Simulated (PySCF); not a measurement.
Precursor series Sc F-OH. Isolated molecules, 0 K electronic values unless said otherwise. One relaxed conformer stands for each flexible species; it need not be the lowest.

The HOMO from two functionals at the same geometries (BP86-D3(BJ)/def2-SVP), both in PySCF: PBE-D3(BJ)/def2-TZVP and TPSSh-D3(BJ)/def2-TZVP. 

| species | TPSSh-D3(BJ)/def2-TZVP (eV) |
|---|---|
| 0 of 3 F replaced by OH ([Sc(F)3]) | -10.08 |
| 1 of 3 F replaced by OH | -8.27 |
| 2 of 3 F replaced by OH | -7.81 |

Q: What does PBE-D3(BJ)/def2-TZVP give for each?

A: 
- 0 of 3 F replaced by OH ([Sc(F)3]): -9.18
- 1 of 3 F replaced by OH: -7.51
- 2 of 3 F replaced by OH: -7.06
Over these rows, drawn at random from the members with no instability flagged (it was tested for open shells, ions and some series alone), PBE minus TPSSh-D3(BJ): mean +0.80 eV, from +0.75 eV to +0.90 eV.
